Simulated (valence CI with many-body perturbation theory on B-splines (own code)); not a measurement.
## Tm61+: E2, E3, M1, M2 decay

Computed by configuration interaction combined with many-body perturbation theory (CI+MBPT): six valence electrons over a frozen Dirac-Fock core [He], a basis of 9 s, 9 p, 8 d, 6 f, 3 g, 1 h functions for each j, with the one-electron correlation potential Σ1 (screened to all orders), the two-electron term Σ2, the three-electron term Σ3, Breit, model QED; selected single and double excitations, second order for the rest, scaled by the run's own slope (own B-spline code, finite nucleus).

The last digits are not significant, and no measured levels were compared; by estimate large intervals hold to a few tenths of a per cent, small ones and those within an open d or f shell to about a per cent. Among the levels kept, up to 2100 cm⁻¹ of a level comes from second order outside the variational space, and about a tenth of that is noise between levels of different J, which matters for small intervals.

Lines 1 to 48 of 48 in falling wavelength, among levels below 8995.9 eV, chosen from the decays that carry over 1 % of a level's rate. Wavelengths and rates use the calculated energies. Electric multipoles are in the length gauge with retardation, E1 and E2 with the static RPA response of the core. M1 uses the relativistic operator with retardation. Weak lines are less certain than strong ones. Lines between different terms over intervals too small for the method are left out, as are lines whose strength nearly cancels. The highest levels of a list are the least certain.

Levels are named by their leading jj configuration (3d3/2^4 stands for four electrons in 3d with j = 3/2), which in mixed levels can hold well under half, so a name can repeat and another be missing. Letters in brackets count levels of one name in rising energy.

| λ vac (Å) | Upper | Lower | Type | A (s⁻¹) | Branch % |
| --- | --- | --- | --- | --- | --- |
| 226.1 | (2s^2 2p1/2^2 2p3/2^2) J=0 | (2s^2 2p1/2^2 2p3/2^2) J=2 | E2 | 6.80e+01 | 100.0 |
| 12.93 | (2s^2 2p1/2 2p3/2^3) J=1 | (2s^2 2p1/2^2 2p3/2^2) J=0 | M1 | 2.84e+09 | 25.9 |
| 12.46 | (2s^2 2p1/2 2p3/2^2 3p1/2) J=1 [a] | (2s^2 2p1/2^2 2p3/2 3p1/2) J=1 | M1 | 7.78e+09 | 1.5 |
| 12.23 | (2s^2 2p1/2 2p3/2^3) J=1 | (2s^2 2p1/2^2 2p3/2^2) J=2 | M1 | 8.11e+09 | 73.8 |
| 12.01 | (2s^2 2p1/2 2p3/2^3) J=2 | (2s^2 2p1/2^2 2p3/2^2) J=2 | M1 | 4.87e+09 | 98.9 |
| 11.76 | (2s^2 2p3/2^4) J=0 | (2s^2 2p1/2 2p3/2^3) J=1 | M1 | 2.06e+10 | 58.0 |
| 1.644 | (2s^2 2p1/2^2 2p3/2 3p1/2) J=2 | (2s^2 2p1/2^2 2p3/2^2) J=0 | E2 | 3.16e+11 | 20.2 |
| 1.641 | (2s^2 2p1/2 2p3/2^2 3p1/2) J=1 [a] | (2s^2 2p1/2 2p3/2^3) J=2 | E2 | 1.73e+11 | 34.0 |
| 1.639 | (2s^2 2p1/2 2p3/2^2 3p1/2) J=2 [a] | (2s^2 2p1/2 2p3/2^3) J=2 | E2 | 2.02e+10 | 2.2 |
| 1.639 | (2s^2 2p1/2 2p3/2^2 3p1/2) J=2 [a] | (2s^2 2p1/2 2p3/2^3) J=2 | M1 | 1.20e+10 | 1.3 |
| 1.637 | (2s^2 2p1/2 2p3/2^2 3p1/2) J=1 [a] | (2s^2 2p1/2 2p3/2^3) J=1 | E2 | 1.71e+11 | 33.8 |
| 1.637 | (2s^2 2p1/2 2p3/2^2 3p1/2) J=1 [a] | (2s^2 2p1/2 2p3/2^3) J=1 | M1 | 2.01e+10 | 4.0 |
| 1.635 | (2s^2 2p1/2 2p3/2^2 3p1/2) J=3 | (2s^2 2p1/2 2p3/2^3) J=2 | E2 | 9.98e+11 | 79.3 |
| 1.635 | (2s^2 2p1/2 2p3/2^2 3p1/2) J=2 [a] | (2s^2 2p1/2 2p3/2^3) J=1 | E2 | 8.10e+11 | 89.0 |
| 1.632 | (2s^2 2p1/2^2 2p3/2 3p1/2) J=1 | (2s^2 2p1/2^2 2p3/2^2) J=2 | E2 | 8.62e+11 | 88.1 |
| 1.632 | (2s^2 2p1/2^2 2p3/2 3p1/2) J=1 | (2s^2 2p1/2^2 2p3/2^2) J=2 | M1 | 2.00e+10 | 2.0 |
| 1.632 | (2s^2 2p1/2^2 2p3/2 3p1/2) J=2 | (2s^2 2p1/2^2 2p3/2^2) J=2 | E2 | 1.17e+12 | 74.9 |
| 1.631 | (2s^2 2p1/2 2p3/2^2 3p1/2) J=3 | (2s^2 2p1/2 2p3/2^3) J=1 | E2 | 1.66e+11 | 13.2 |
| 1.628 | (2s^2 2p1/2 2p3/2^2 3p1/2) J=2 [b] | (2s^2 2p1/2 2p3/2^3) J=2 | E2 | 5.56e+11 | 27.1 |
| 1.625 | (2s^2 2p1/2 2p3/2^2 3p1/2) J=1 [b] | (2s^2 2p1/2 2p3/2^3) J=2 | E2 | 4.51e+11 | 40.4 |
| 1.624 | (2s^2 2p1/2 2p3/2^2 3p1/2) J=2 [b] | (2s^2 2p1/2 2p3/2^3) J=1 | E2 | 1.04e+11 | 5.1 |
| 1.621 | (2s^2 2p1/2 2p3/2^2 3p1/2) J=1 [b] | (2s^2 2p1/2 2p3/2^3) J=1 | E2 | 4.53e+11 | 40.6 |
| 1.616 | (2s^2 2p1/2 2p3/2^2 3p1/2) J=0 | (2s^2 2p1/2 2p3/2^3) J=2 | E2 | 8.92e+11 | 45.5 |
| 1.579 | (2s^2 2p1/2 2p3/2^2 3p3/2) J=0 | (2s^2 2p1/2 2p3/2^3) J=2 | E2 | 2.69e+11 | 14.8 |
| 1.579 | (2s^2 2p1/2 2p3/2^2 3p3/2) J=3 [a] | (2s^2 2p1/2 2p3/2^3) J=2 | E2 | 1.59e+11 | 7.1 |
| 1.578 | (2s^2 2p1/2^2 2p3/2 3p3/2) J=2 | (2s^2 2p1/2^2 2p3/2^2) J=0 | E2 | 3.42e+11 | 24.7 |
| 1.576 | (2s^2 2p1/2 2p3/2^2 3p3/2) J=2 [a] | (2s^2 2p1/2 2p3/2^3) J=1 | E2 | 2.51e+11 | 2.6 |
| 1.575 | (2s^2 2p1/2 2p3/2^2 3p3/2) J=3 [a] | (2s^2 2p1/2 2p3/2^3) J=1 | E2 | 1.55e+11 | 6.9 |
| 1.575 | (2s^2 2p1/2 2p3/2^2 3p3/2) J=4 | (2s^2 2p1/2 2p3/2^3) J=2 | E2 | 3.17e+11 | 16.4 |
| 1.575 | (2s^2 2p1/2 2p3/2^2 3p3/2) J=3 [b] | (2s^2 2p1/2 2p3/2^3) J=2 | E2 | 1.91e+11 | 9.4 |
| 1.572 | (2s^2 2p1/2^2 2p3/2 3p3/2) J=3 | (2s^2 2p1/2^2 2p3/2^2) J=2 | E2 | 6.51e+11 | 43.3 |
| 1.572 | (2s^2 2p1/2^2 2p3/2 3p3/2) J=1 | (2s^2 2p1/2^2 2p3/2^2) J=2 | E2 | 6.64e+11 | 43.1 |
| 1.571 | (2s^2 2p1/2 2p3/2^2 3p3/2) J=3 [b] | (2s^2 2p1/2 2p3/2^3) J=1 | E2 | 1.56e+11 | 7.7 |
| 1.567 | (2s^2 2p1/2 2p3/2^2 3p3/2) J=1 [c] | (2s^2 2p1/2 2p3/2^3) J=2 | E2 | 5.54e+11 | 1.8 |
| 1.566 | (2s^2 2p1/2 2p3/2^2 3p3/2) J=2 [b] | (2s^2 2p1/2 2p3/2^3) J=2 | E2 | 8.56e+11 | 19.7 |
| 1.563 | (2s^2 2p1/2 2p3/2^2 3p3/2) J=2 [b] | (2s^2 2p1/2 2p3/2^3) J=1 | E2 | 2.45e+11 | 5.6 |
| 1.562 | (2s^2 2p1/2^2 2p3/2 3p3/2) J=0 | (2s^2 2p1/2^2 2p3/2^2) J=2 | E2 | 1.72e+12 | 51.4 |
| 1.536 | (2s^2 2p1/2^2 2p3/2 3d5/2) J=4 | (2s^2 2p1/2^2 2p3/2^2) J=2 | M2 | 3.79e+10 | 34.4 |
| 1.536 | (2s^2 2p1/2^2 2p3/2 3d5/2) J=4 | (2s^2 2p1/2^2 2p3/2^2) J=2 | E3 | 2.78e+09 | 2.5 |
| 1.396 | (2s^2 2p1/2 2p3/2^2 3p3/2) J=2 [a] | (2s^2 2p1/2^2 2p3/2^2) J=2 | E2 | 2.69e+11 | 2.8 |
| 1.396 | (2s^2 2p1/2 2p3/2^2 3p3/2) J=0 | (2s^2 2p1/2^2 2p3/2^2) J=2 | E2 | 7.50e+11 | 41.1 |
| 1.395 | (2s^2 2p1/2 2p3/2^2 3p3/2) J=3 [a] | (2s^2 2p1/2^2 2p3/2^2) J=2 | E2 | 3.80e+11 | 17.0 |
| 1.394 | (2s^2 2p1/2 2p3/2^2 3p3/2) J=2 [b] | (2s^2 2p1/2^2 2p3/2^2) J=0 | E2 | 2.09e+11 | 4.8 |
| 1.392 | (2s^2 2p1/2 2p3/2^2 3p3/2) J=4 | (2s^2 2p1/2^2 2p3/2^2) J=2 | E2 | 8.19e+11 | 42.4 |
| 1.392 | (2s^2 2p1/2 2p3/2^2 3p3/2) J=3 [b] | (2s^2 2p1/2^2 2p3/2^2) J=2 | E2 | 4.13e+11 | 20.3 |
| 1.391 | (2s^2 2p1/2 2p3/2^2 3p3/2) J=2 [c] | (2s^2 2p1/2^2 2p3/2^2) J=0 | E2 | 5.87e+11 | 31.1 |
| 1.385 | (2s^2 2p1/2 2p3/2^2 3p3/2) J=2 [b] | (2s^2 2p1/2^2 2p3/2^2) J=2 | E2 | 2.77e+11 | 6.4 |
| 1.383 | (2s^2 2p1/2 2p3/2^2 3p3/2) J=2 [c] | (2s^2 2p1/2^2 2p3/2^2) J=2 | E2 | 1.20e+11 | 6.4 |
